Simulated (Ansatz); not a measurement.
Coupled-cluster run, C$_{2}$H$_{9}$AlBN, SMILES `B[NH][Al]([CH3])[CH3]`.

```yaml
crystal:
  periodic: [false, false, false]
  atoms:
    - {symbol: B, position_ang: [-1.609930, 0.027476, 1.903475]}
    - {symbol: N, position_ang: [-1.315354, 0.485037, 0.613522]}
    - {symbol: Al, position_ang: [0.167091, 0.065735, -0.345723]}
    - {symbol: C, position_ang: [0.327914, 0.843004, -2.127778]}
    - {symbol: C, position_ang: [1.486694, -1.115520, 0.459819]}
    - {symbol: H, position_ang: [-2.620099, 0.360300, 2.462274]}
    - {symbol: H, position_ang: [-0.833341, -0.708863, 2.450956]}
    - {symbol: H, position_ang: [-2.006379, 1.100224, 0.204289]}
    - {symbol: H, position_ang: [0.488555, 0.066456, -2.883129]}
    - {symbol: H, position_ang: [1.196828, 1.507997, -2.184800]}
    - {symbol: H, position_ang: [-0.548915, 1.422160, -2.428502]}
    - {symbol: H, position_ang: [1.054983, -2.096828, 0.680217]}
    - {symbol: H, position_ang: [2.352505, -1.269371, -0.189231]}
    - {symbol: H, position_ang: [1.846247, -0.717106, 1.413312]}
basis:
  gaussian: {orbitals: def2-TZVPP}
correlation: {method: ccsd_t}
```

```sh
$ ansatz run in.yaml --threads 4 --pin off --events-out ev --progress --plain --max-ram 10444MiB
```

Output of Ansatz, abridged:

```
Functional definition: HF
1686 factors; integrals over basis functions are off by at most 1.2e-3 eV
mean field evaluation 1: about -10938.4430 eV, gradient 4.8e1 eV
mean field evaluation 2: about -10938.5645 eV, gradient 4.8e1 eV
mean field evaluation 4: about -10943.8731 eV, gradient 4.5e0 eV
mean field evaluation 8: about -10943.9515 eV, gradient 2.3e-1 eV
mean field -10943.95184177 eV, -402.1828121079 hartree, gradient 4.0e-6 eV, S^2 0.000000; 0 other end points of the search recorded, 0 dependent functions left out
9 core orbitals not correlated: weight in the atoms' cores, before any rotation towards them, 1.000 or more for the frozen orbitals, at most 0.000 for the correlated occupied ones
reference -10943.95184177 eV, -402.1828121079 hartree; 14, 14 occupied and 269, 269 virtual orbitals, 1686 factors
second order -20.46701234 eV of doubles, -0.00000000 eV of singles
cycle   1  -21.32600040 eV  change   -8.6e-1 eV  update   9.1e-2
cycle   2  -21.83421504 eV  change   -5.1e-1 eV  update   2.7e-2
cycle   3  -21.91941657 eV  change   -8.5e-2 eV  update   1.2e-2
cycle   4  -21.91266532 eV  change    6.8e-3 eV  update   3.3e-3
cycle   5  -21.91275179 eV  change   -8.6e-5 eV  update   1.6e-3
cycle   6  -21.91250907 eV  change    2.4e-4 eV  update   5.0e-4
cycle   7  -21.91241309 eV  change    9.6e-5 eV  update   1.5e-4
cycle   8  -21.91245902 eV  change   -4.6e-5 eV  update   6.1e-5
cycle   9  -21.91245717 eV  change    1.9e-6 eV  update   1.7e-5
perturbative correction -0.83580742 eV, -0.0307153562 hartree
Total energy: -10966.70010636 eV, -403.0187954122 hartree
```

Run time 4 min (4 threads of an Arm Neoverse V2 on a shared host); peak host memory 9.2 GiB.

Correlation energy per correlated electron: -0.812 eV. T1 diagnostic: 0.0108.
